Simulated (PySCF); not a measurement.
A GIAO shielding run with PySCF (density fitting, non-relativistic, gas phase) on SMILES C=CP(=O)(C=C)C=C, C₆H₉OP:

```
$ OMP_NUM_THREADS=1 python probes_run.py task.json out

{"job": {"kind": "nmr", "xc": "mPW1PW91", "basis": "pcSseg-1", "pop": false}, "charge": 0, "multiplicity": 1}
C     -1.938452    -2.067167     0.783247
C     -1.004345    -1.618529    -0.056673
P     -0.296599     0.017335     0.248707
O     -0.882631     0.705112     1.446375
C     -0.529222     0.934717    -1.291757
C     -1.182301     2.096846    -1.242454
C      1.486806    -0.255972     0.369105
C      2.122504     0.164176     1.463942
H     -2.408088    -3.047720     0.660531
H     -2.254223    -1.441369     1.625161
H     -0.659765    -2.209932    -0.913121
H     -0.131970     0.530719    -2.230355
H     -1.356468     2.704040    -2.135888
H     -1.559524     2.465446    -0.282320
H      2.013483    -0.758448    -0.450914
H      3.200155     0.027072     1.594718
H      1.560545     0.661480     2.262048
```

Hardware: 1 thread of an Arm Neoverse V1, shared host.

**Question.** How large is the calculation?

**Answer.** 68 electrons, 188 basis functions and 994 auxiliary functions.

**Question.** How long does it take, and how much memory does it need?

**Answer.** 22 s of wall time, with 14 SCF cycles and 5 response iterations; peak memory 1.1 GiB. Times on a shared host scatter by some tens of per cent.

**Question.** And these other runs on the same molecule and hardware: GIAO shielding at BLYP/pcSseg-1; GIAO shielding at BP86/pcSseg-1; GIAO shielding at KT2/pcSseg-1; GIAO shielding at OPBE/pcSseg-1; GIAO shielding at PBE/pcSseg-1?

**Answer.** BLYP/pcSseg-1: 188 functions, 37 s; BP86/pcSseg-1: 188 functions, 37 s; KT2/pcSseg-1: 188 functions, 36 s; OPBE/pcSseg-1: 188 functions, 38 s; PBE/pcSseg-1: 188 functions, 37 s.
